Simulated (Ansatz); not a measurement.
Cost and result for the atomization energy of C2H10OSi2 (`O[SiH2]CC[SiH3]`) (15 atoms, 14 bonds).

```xyz
15

O     1.795    0.254    1.490
Si    0.515    1.266    1.246
C    -1.011    0.389    0.603
C    -0.965   -0.072   -0.859
Si    0.266   -1.434   -1.255
H     2.200   -0.137    0.714
H     0.224    1.858    2.575
H     0.872    2.346    0.278
H    -1.845    1.091    0.744
H    -1.220   -0.456    1.270
H    -1.947   -0.445   -1.171
H    -0.746    0.774   -1.521
H     0.084   -1.904   -2.654
H     0.106   -2.585   -0.327
H     1.673   -0.945   -1.133
```

The species carries charge 0 and has multiplicity 1. All single points use the PBE0-D4/def2-TZVP geometry. It is one conformer, not always the lowest. Program: Ansatz. All runs use 2 threads of an AMD EPYC 7R13 on a shared host and a share of an NVIDIA H100 80 GB. Times are those of one run each, without the atoms' runs, and a repeat can differ threefold. Electronic energies, without spin–orbit coupling; frozen cores. CCSD(T)/CBS adds CCSD(T) − MP2 in def2-TZVPP to the MP2 limit, and its time is that of the two runs behind it. T1 = 0.011. B3LYP takes the VWN-RPA correlation (the form of Gaussian; ORCA's B3LYP/G). HSE06 is the plane-wave form, built on full-range PBE exchange.

CCSD(T)/CBS is a level of theory with its own doubt, some kJ/mol a heavy atom from the limit and from the frozen cores, so smaller differences don't rank the functionals.

```
                            level  functions  wall time  atomization (kcal/mol)  difference from CCSD(T)/CBS  per bond
               BLYP-D4/def2-TZVPP        317      3.6 s                  1256.5                        -13.6      -1.0
             revPBE-D4/def2-TZVPP        317      3.9 s                  1247.5                        -22.6      -1.6
           LDA (SPW92)/def2-TZVPP        317      4.1 s                  1418.9                        148.8      10.6
              BHLYP-D4/def2-TZVPP        317      4.9 s                  1243.8                        -26.3      -1.9
B3LYP-D4/def2-TZVPP (with forces)        317      5.5 s                  1266.3                         -3.8      -0.3
                 CCSD(T)/def2-SVP        128      6.5 s                  1195.3                        -74.8      -5.3
              HSE06-D4/def2-TZVPP        317        7 s                  1260.6                         -9.5      -0.7
               ωB97X-V/def2-TZVPP        317      7.5 s                  1272.8                          2.7       0.2
              PBE-QIDH/def2-TZVPP        317      8.5 s                  1256.3                        -13.8      -1.0
                   MP2/def2-QZVPP        611      8.6 s                  1264.3                         -5.8      -0.4
 ωB97M-V/def2-TZVPP (with forces)        317       14 s                  1270.6                          0.5       0.0
               CCSD(T)/def2-TZVPP        317       15 s                  1239.4                        -30.7      -2.2
                CCSD(T)/CBS(def2)          –       23 s                  1270.1                          0.0       0.0
```

At CCSD(T), def2-SVP lies −74.8 kcal/mol from the extrapolated value and def2-TZVPP −30.7 kcal/mol: correlation converges slowly with the basis, and small sets miss more of it in the bonded molecule than in its fragments. The D4 term adds +13.1 kcal/mol with B3LYP and +7.0 kcal/mol with PBE0; it sums over pairs of atoms, weighted by their polarisabilities, and B3LYP, whose exchange is more repulsive, gets the larger term. From BLYP to BHLYP (50 % exact exchange), in def2-TZVPP and without D4, the atomization energy moves by −5.0 kcal/mol: exact exchange takes away binding that semilocal exchange gives to molecules.
